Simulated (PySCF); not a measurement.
C2H3N3, charge +1, doublet, geometry from GFN2-xTB (a state made from the parent by changing its charge; the spin is typed, not shown lowest); M062X/6-31G* in PySCF.

PySCF was given this input:
```python
from pyscf import gto, scf, dft

mol = gto.Mole()
mol.atom = '''
    C     1.17959541   -0.02728596   -0.00740385
    N     0.42116369    1.05906031    0.01276298
    C    -0.86380237    0.71109862    0.01538399
    N    -0.89967478   -0.60910637   -0.00343316
    N     0.36664536   -1.04526438   -0.01724619
    H     2.25318006   -0.07127803   -0.01441848
    H    -1.68791189    1.40227275    0.03024487
    H    -1.67696624   -1.26669757   -0.00829256
'''
mol.basis = '6-31g*'
mol.charge = 1
mol.spin = 1
mol.verbose = 5
mol.build()

mf = dft.UKS(mol)
mf.xc = 'm062x'
mf.kernel()
```

Question: Predict the main parts of the log of this PySCF run.

Answer: 
```
PySCF version 2.14.0

[INPUT] verbose = 5
[INPUT] max_memory = 4000
[INPUT] num. atoms = 8
[INPUT] num. electrons = 35
[INPUT] charge = 1
[INPUT] spin (= nelec alpha-beta = 2S) = 1
[INPUT] symmetry False subgroup None
[INPUT] Mole.unit = angstrom
[INPUT] Symbol           X                Y                Z      unit          X                Y                Z       unit  Magmom
[...]
[INPUT] ---------------- BASIS SET ----------------
[INPUT] l, kappa, [nprim/nctr], expnt,             c_1 c_2 ...
[INPUT] H
[...]
                                2.8253937         0.23472695
                                0.6401217         0.81375733
[...]
[INPUT] C
[...]
                                457.36951         0.0140373
                                103.94869         0.0688426
                                29.210155         0.2321844
                                9.286663          0.4679413
                                3.163927          0.362312
[...]
                                1.8812885         -0.1608542
                                0.5442493         1.1434564
[...]
                                1.8812885         0.316424
                                0.5442493         0.7443083
[...]
[INPUT] N
[...]
                                627.4579          0.013995
                                142.9021          0.068587
                                40.23433          0.232241
                                12.82021          0.46907
                                4.390437          0.360455
[...]
                                2.71628           -0.169118
                                0.772218          1.145852
[...]
                                2.71628           0.323907
                                0.772218          0.740895
[...]
nuclear repulsion = 167.336854734159
number of shells = 36
number of NR pGTOs = 147
number of NR cGTOs = 76
basis = 6-31g*
ecp = {}

******** <class 'pyscf.dft.uks.UKS'> ********
method = UKS
initial guess = minao
damping factor = 0
level_shift factor = 0
DIIS = <class 'pyscf.scf.diis.CDIIS'>
diis_start_cycle = 1
diis_space = 8
diis_damp = 0
SCF conv_tol = 1e-09
SCF conv_tol_grad = None
SCF max_cycles = 50
direct_scf = True
direct_scf_tol = 1e-13
number electrons alpha = 18  beta = 17
XC library pyscf.dft.libxc version 7.1.2
    S. Lehtola, C. Steigemann, M. J. T. Oliveira, and M. A. L. Marques,  SoftwareX 7, 1–5 (2018)
XC functionals = m062x
    Y. Zhao and D. G. Truhlar,  Theor. Chem. Acc. 120, 215 (2008)
    Y. Zhao and D. G. Truhlar,  Theor. Chem. Acc. 120, 215 (2008)
radial grids:
    Treutler-Ahlrichs [JCP 102, 346 (1995); DOI:10.1063/1.469408] (M4) radial grids

becke partition: Becke, JCP 88, 2547 (1988); DOI:10.1063/1.454033
pruning grids: <function nwchem_prune>
grids dens level: 3
symmetrized grids: False
atomic radii adjust function: <function treutler_atomic_radii_adjust>
small_rho_cutoff = 0
Set gradient conv threshold to 3.16228e-05
atom C rad-grids = 75, ang-grids = [ 50  50  50  50  50  50  50  50  50  50  50  50  50  50  50  50  50  50
  50  50  50  50  86  86  86  86  86  86  86  86  86  86 266 266 266 266
 266 266 302 302 302 302 302 302 302 302 302 302 302 302 302 302 302 302
 302 302 302 302 266 266 266 266 266 266 266 266 266 266 266 266 266 266
 266 266 266]
atom N rad-grids = 75, ang-grids = [ 50  50  50  50  50  50  50  50  50  50  50  50  50  50  50  50  50  50
  50  50  50  50  50  86  86  86  86  86  86  86  86  86  86 266 266 266
 266 266 266 266 302 302 302 302 302 302 302 302 302 302 302 302 302 302
 302 302 302 302 302 302 266 266 266 266 266 266 266 266 266 266 266 266
 266 266 266]
atom H rad-grids = 50, ang-grids = [ 50  50  50  50  50  50  50  50  50  50  50  50  50  50  50  86  86  86
  86 266 266 266 266 266 302 302 302 302 302 302 302 302 302 302 302 302
 302 266 266 266 266 266 266 266 266 266 266 266 266 266]
tot_boxes 1755, boxes in each direction [13 11  7]
Padding 2 grids
tot grids = 99368
[...]
  beta  mo_energy =
[-15.12146016 -15.09939748 -15.01922129 -10.92205398 -10.87179452
  -1.49398929  -1.27354833  -1.21504546  -0.99920105  -0.98193345
  -0.91984275  -0.8172649   -0.79651791  -0.77785209  -0.66050948
  -0.62700851  -0.58434162  -0.42097832  -0.18350271  -0.13424422
  -0.09000787  -0.03937902  -0.02192437   0.02038886   0.03053164
   0.09889137   0.12741785   0.2589043    0.31276497   0.32448717
   0.38421909   0.4171399    0.42804514   0.43373946   0.46128444
   0.51297536   0.52535413   0.62174626   0.62236119   0.6342058
   0.65209145   0.65266853   0.69616795   0.71449079   0.73432697
   0.83792024   0.969488     1.0515077    1.08445855   1.12260309
   1.13823654   1.15849053   1.23693707   1.32393394   1.33035237
   1.38446694   1.47724787   1.6738339    1.79773626   1.8382309
   1.89124886   1.92319604   2.00065598   2.02693364   2.06174317
   2.14753845   2.15799151   2.19915076   2.3237877    2.37639987
   2.40355112   2.45025976   2.56728332   2.76511108   2.79159532
   2.83114532]
multiplicity <S^2> = 0.76393579  2S+1 = 2.0138876
nelec by numeric integration = [17.99999427 16.999994  ]
E1 = -648.1338293308128  E2 = 239.04143765576572  Ecoul = 271.35324037195386  Exc = -32.31180271618815
cycle= 18 E= -241.755536940888  delta_E= -7.68e-10  |g|= 1.65e-05  |ddm|= 2.64e-05
  alpha mo_energy =
[-1.51198629e+01 -1.51050634e+01 -1.50202207e+01 -1.09243948e+01
 -1.08718452e+01 -1.50740845e+00 -1.27870342e+00 -1.23937259e+00
 -1.00629565e+00 -9.89257353e-01 -9.29251787e-01 -8.42172578e-01
 -8.22153174e-01 -7.82123058e-01 -6.76309673e-01 -6.41202181e-01
 -6.28965732e-01 -5.93352707e-01 -2.31727244e-01 -1.64232342e-01
 -9.07628002e-02 -4.85782365e-02 -2.78635775e-02  1.46713994e-02
  2.55996231e-02  9.73733148e-02  1.22206352e-01  2.51746150e-01
  3.04777767e-01  3.15928021e-01  3.80246048e-01  4.08691136e-01
  4.18811245e-01  4.28498923e-01  4.56454091e-01  5.09130278e-01
  5.18611016e-01  6.02793100e-01  6.11845735e-01  6.29565242e-01
  6.44260996e-01  6.47835987e-01  6.96201689e-01  7.03966669e-01
  7.30917517e-01  8.36301895e-01  9.63175934e-01  1.03561254e+00
  1.06919705e+00  1.11884000e+00  1.12300218e+00  1.14228096e+00
  1.23040129e+00  1.30976963e+00  1.31146632e+00  1.36764897e+00
  1.47260309e+00  1.65411543e+00  1.77477228e+00  1.83139906e+00
  1.87524514e+00  1.91113860e+00  1.98885064e+00  2.01064624e+00
  2.03883891e+00  2.13573685e+00  2.14303978e+00  2.18665480e+00
  2.31134270e+00  2.36557218e+00  2.38986933e+00  2.43502954e+00
  2.55469311e+00  2.75029458e+00  2.78067848e+00  2.80927576e+00]
  beta  mo_energy =
[-15.12146081 -15.09939695 -15.01922224 -10.92205471 -10.87179549
  -1.4939897   -1.27354883  -1.2150458   -0.99920134  -0.98193372
  -0.91984305  -0.8172651   -0.79651827  -0.77785247  -0.66050955
  -0.62700894  -0.584342    -0.42097863  -0.18350297  -0.13424454
  -0.09000793  -0.03937915  -0.02192453   0.02038861   0.03053145
   0.09889113   0.12741766   0.25890404   0.31276472   0.32448682
   0.3842188    0.41713973   0.42804486   0.43373906   0.46128438
   0.51297517   0.52535397   0.62174632   0.62236093   0.63420569
   0.65209122   0.65266821   0.69616771   0.7144906    0.73432679
   0.83792003   0.9694878    1.05150761   1.08445825   1.12260305
   1.13823639   1.15849017   1.23693684   1.3239336    1.33035239
   1.3844667    1.47724762   1.67383356   1.79773605   1.83823064
   1.89124862   1.9231957    2.00065569   2.02693348   2.06174297
   2.14753809   2.15799126   2.19915052   2.32378723   2.37639956
   2.40355092   2.45025951   2.56728305   2.76511081   2.79159499
   2.8311451 ]
multiplicity <S^2> = 0.76393586  2S+1 = 2.0138876
nelec by numeric integration = [17.99999427 16.999994  ]
E1 = -648.1338364229455  E2 = 239.04144474532202  Ecoul = 271.35324775646274  Exc = -32.31180301114072
Extra cycle  E= -241.755536943465  delta_E= -2.58e-09  |g|= 1.76e-05  |ddm|= 8.43e-05
converged SCF energy = -241.755536943465  <S^2> = 0.76393586  2S+1 = 2.0138876
```
